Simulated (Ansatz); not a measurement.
Reaction (hydrogenolysis of a Te–Si bond): `O[SiH](F)[TeH]` + H₂ → H₂Te + `O[SiH2]F`

Program: Ansatz. Geometries: PBE0-D4/def2-TZVP. ΔE: electronic, gas phase. CCSD(T)/CBS is the MP2 limit (def2-TZVPP, def2-QZVPP) plus CCSD(T) − MP2 in def2-TZVPP, frozen cores. This one scheme is used for every species. DFT in def2-TZVPP. B3LYP here is the variant with VWN-RPA as its local correlation; programs differ in this. def2 core potentials past Kr. For Te outer-core shells are correlated without core-valence functions, which leaves a few kJ/mol of doubt a bond. Each species was taken in one conformer, which may not be the lowest.

(1) Is it downhill or uphill in electronic energy at CCSD(T)/CBS, and by how much? (An estimate is asked.)

(2) What do these levels give: PBE-D4, BLYP-D4, ωB97M-V, revPBE, B3LYP, HF/def2-QZVPP? (Estimate.)

Largest T1 diagnostic among the species: 0.012.

Answers

(1) Computed: Uphill: ΔE = +0.42 eV.

(2) Computed: PBE-D4 0.50, BLYP-D4 0.43, ωB97M-V 0.38, revPBE 0.40, B3LYP 0.27, HF/def2-QZVPP 0.09 eV.

Leaving LDA and LC-ωPBE aside and taking each functional with its dispersion term where it has one, the values, not all of them listed here, spread over 0.23 eV, from CAM-B3LYP-D4 to revPBE-D4. In def2-TZVPP, CCSD(T) changes the Hartree–Fock value by +0.24 eV (the triples alone add +0.06 eV) and MP2 by +0.36 eV.
